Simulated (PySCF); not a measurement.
## One molecule, many inputs

Molecule: SMILES CC#[N+]CC(F)F, [C4H6F2N]+; geometry GFN2-xTB.

Geometry:
```
atom   x (Å)   y (Å)   z (Å)
  C1   2.268   0.520  -1.246
  C2   1.195   0.187  -0.421
  N3   0.341  -0.095   0.299
  C4  -0.839  -0.391   0.964
  C5  -2.019  -0.283  -0.033
  F6  -1.818  -1.140  -1.049
  F7  -2.041   0.953  -0.559
  H8   3.215   0.412  -0.711
  H9   2.167   1.557  -1.584
 H10   2.279  -0.136  -2.123
 H11  -0.979   0.324   1.782
 H12  -0.784  -1.409   1.362
 H13  -2.989  -0.498   0.440
```

Total charge +1.

All runs: PySCF, non-relativistic, gas phase unless a solvent (IEF-PCM) is named; grid level 2, GIAOs and SCF threshold 1e-9 unless changed. The yardstick, PBE0/pcSseg-1, gives these isotropic shieldings σ (ppm, equivalent atoms averaged): C2 61.6, C4 140.0, C1 188.2, N3 102.9, H13 24.87, H11/H12 27.27, H8/H9/H10 28.22.

Q: What do these inputs give? (1) solvent cyclohexane; PBE0/6-31++G**; (2) solvent cyclohexane; PBE0/6-31++G**; (3) r2SCAN/Sadlej pVTZ; aux cc-pvdz-ri; max_cycle 87; (4) r2SCAN/Sadlej pVTZ; aux cc-pvdz-ri; max_cycle 87; (5) solvent methanol; B97-2/def2-SVP; (6) BHandHLYP/pcSseg-1; aux def2-qzvpp-jkfit; (7) PBE0/def2-SVPD; guess random; max_cycle 79; (8) solvent acetone; mPW1PW91/6-31G*; guess atom

A: 
```tsv
run	outcome	functions	wall time	C2	C4	C1	N3	H13	H11/H12	H8/H9/H10
1	converged	162	44 s	84.6	152.7	200.8	130.0	24.89	27.28	28.48
2	converged	162	25 s	84.6	152.7	200.8	130.0	24.89	27.28	28.48
3	refused	–	90 s	–	–	–	–	–	–	–
4	refused	–	53 s	–	–	–	–	–	–	–
5	converged	128	18 s	80.1	152.3	199.3	127.9	25.40	27.52	28.67
6	converged	149	22 s	58.0	140.1	188.4	102.3	25.21	27.47	28.37
7	converged	194	47 s	78.0	152.4	199.6	124.3	25.16	27.45	28.59
8	converged	110	15 s	83.9	150.7	198.2	128.6	25.62	28.00	29.23
```

Times are on shared hosts with different chips, so compare them loosely.

Q: Comment on the technical settings and failures.

A: 
- Run 3: The program stopped with: NotImplementedError: meta-GGA GIAO
- Run 4: The program stopped with: NotImplementedError: meta-GGA GIAO
- Run 6: The functional differs from the yardstick's, which in itself moves the values. The other auxiliary basis adds little: it changes only the density-fitting error.
- Run 7: The orbital basis differs from the yardstick's, which in itself moves the values. The starting guess, cycle limit change the path of the SCF (17 cycles), not the solution, provided the same state is reached.
- Run 8: The functional and orbital basis and medium differ from the yardstick's, which in itself moves the values. The starting guess changes the path of the SCF (10 cycles), not the solution, provided the same state is reached.

Runs 3, 4 were set up unsoundly or failed; their numbers aren't to be quoted as properties of the molecule.
